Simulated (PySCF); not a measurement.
Al(Br)(OH)2 (AlBrH₂O₂), SMILES [OH][Al]([OH])[Br].

Coordinates come from a r2SCAN-D4/def2-SVP optimisation. Other conformers were not sampled.

Level of theory: TDA-PBE0/def2-SVPD (PySCF).

Vertical excitations.  State labels are in the subgroup C2v.

Computed excitation energies, oscillator strengths and character:
```json
[
 {"state": "S1", "symmetry": "B2", "energy (eV)": "6.35", "λ (nm)": "195", "f": "0.046", "main pairs": "HOMO→LUMO 98 %"},
 {"state": "S2", "symmetry": "B1", "energy (eV)": "6.46", "λ (nm)": "192", "f": "0.020", "main pairs": "HOMO−1→LUMO 98 %"},
 {"state": "S3", "symmetry": "A2", "energy (eV)": "6.90", "λ (nm)": "180", "f": "0.000", "main pairs": "HOMO−2→LUMO 97 %"},
 {"state": "S4", "symmetry": "A2", "energy (eV)": "7.26", "λ (nm)": "171", "f": "0.000", "main pairs": "HOMO→LUMO+1 99 %"},
 {"state": "S5", "symmetry": "A1", "energy (eV)": "7.35", "λ (nm)": "169", "f": "0.087", "main pairs": "HOMO−3→LUMO 76 %, HOMO−1→LUMO+1 22 %"},
 {"state": "S6", "symmetry": "B1", "energy (eV)": "7.67", "λ (nm)": "162", "f": "0.165", "main pairs": "HOMO−4→LUMO 96 %"},
 {"state": "S7", "symmetry": "B2", "energy (eV)": "7.73", "λ (nm)": "160", "f": "0.001", "main pairs": "HOMO−5→LUMO 90 %"},
 {"state": "S8", "symmetry": "A1", "energy (eV)": "7.83", "λ (nm)": "158", "f": "0.164", "main pairs": "HOMO−1→LUMO+1 59 %, HOMO−3→LUMO 17 %, HOMO→LUMO+2 17 %"},
 {"state": "S9", "symmetry": "B1", "energy (eV)": "8.19", "λ (nm)": "151", "f": "0.001", "main pairs": "HOMO−3→LUMO+1 98 %"},
 {"state": "S10", "symmetry": "A2", "energy (eV)": "8.42", "λ (nm)": "147", "f": "0.000", "main pairs": "HOMO−1→LUMO+2 95 %"},
 {"state": "T1", "symmetry": "B2", "energy (eV)": "6.07", "λ (nm)": "204", "f": "0", "main pairs": "HOMO→LUMO 96 %"},
 {"state": "T2", "symmetry": "B1", "energy (eV)": "6.18", "λ (nm)": "200", "f": "0", "main pairs": "HOMO−1→LUMO 95 %"},
 {"state": "T3", "symmetry": "A2", "energy (eV)": "6.59", "λ (nm)": "188", "f": "0", "main pairs": "HOMO−2→LUMO 94 %"},
 {"state": "T4", "symmetry": "A1", "energy (eV)": "6.81", "λ (nm)": "182", "f": "0", "main pairs": "HOMO−3→LUMO 74 %, HOMO−1→LUMO+1 19 %"}
]
```
Triplets are in the Tamm–Dancoff approximation.
